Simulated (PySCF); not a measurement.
C3H2BCl2 (charge +1).
Atom-mapped SMILES: `[Cl:1][B:2]([Cl:3])[c+:4]1[cH:5][cH:6]1` (hydrogens: H7 on C5; H8 on C6)

Geometry (PBE0-D3(BJ)/def2-SVP, Å), atoms numbered from 1 in this order:
```xyz
8
C3H2BCl2 angstrom
Cl     2.137    1.427    0.988
B      1.506    0.279   -0.115
Cl     2.369   -0.577   -1.320
C     -0.039   -0.016   -0.006
C     -1.343    0.260   -0.360
C     -1.094   -0.729    0.522
H     -2.041    0.863   -0.947
H     -1.439   -1.526    1.186
```

Computed with MP2 and CCSD/aug-cc-pVDZ in PySCF, restricted Hartree–Fock reference, 14 core orbitals frozen, non-relativistic, gas phase, PBE0-D3(BJ)/def2-SVP geometry.

E(HF) = -1058.23648 Eh.

(1) How large is the problem?

(2) What are the MP2 and CCSD correlation energies?

(3) What is the T1 diagnostic?

Results:

(1) 164 basis functions and 58 electrons; 14 orbitals frozen, which leaves o = 15 correlated occupied and v = 135 virtual orbitals. That is o·v = 2025 singles and o·v(o·v + 1)/2 = 2051325 distinct closed-shell doubles amplitudes before symmetry; the costliest CCSD step grows as o²v⁴ = 7.5 × 10^10.

(2) MP2 -0.7195 Eh and CCSD -0.7635 Eh, which gives totals of -1058.95596 and -1059.00000 Eh. That is 0.693 eV for each correlated electron at CCSD (2005 kJ/mol in all, 0.072 % of the total energy); MP2 gives 94.2 % of the CCSD value.

(3) 0.0133, below the customary warning level of 0.02. It is the norm of the spatial-orbital singles amplitudes over the root of the number of correlated electrons, so the norm is 0.073.

Connected triples and the basis-set limit are missing.

One conformer stands for the species.
